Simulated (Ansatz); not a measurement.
The molecule ZnS, multiplicity 3 (not the ground state: that is measured with 2S+1 = 1). No spin–orbit coupling. Zn is treated without relativity.

Seven points along R, fitted to fifth degree in 1/R; most abundant isotopes. In def2 and cc sets the state is the lowest found near the PBE0 minimum, followed along R.

Run with Ansatz (Gaussian orbitals). Each number belongs to the level named beside it.

Energies at PBE0/def2-TZVPP:

```json
[
 {"R (Å)": "2.096872", "E (hartree)": "-2177.15943054"},
 {"R (Å)": "2.153240", "E (hartree)": "-2177.16246270"},
 {"R (Å)": "2.205098", "E (hartree)": "-2177.16389966"},
 {"R (Å)": "2.263720", "E (hartree)": "-2177.16429321"},
 {"R (Å)": "2.322343", "E (hartree)": "-2177.16367145"},
 {"R (Å)": "2.389984", "E (hartree)": "-2177.16201970"},
 {"R (Å)": "2.468898", "E (hartree)": "-2177.15922172"}
]
```

Problem. With a reduced mass of 21.3130 u, find the minimum, the force constant and the constants.

Solution. A fifth-degree polynomial in 1/R puts the minimum at r_e = 2.2546 Å with force constant 134 N/m. Then ω_e = (1/2πc)√(k/μ) = 326 cm⁻¹ and B_e = h/(8π²cμr_e²) = 0.1556 cm⁻¹; the cubic and quartic terms give α_e = 0.0011 and ω_e x_e = 2.0 cm⁻¹.

Ansatz is a program for electronic structure.
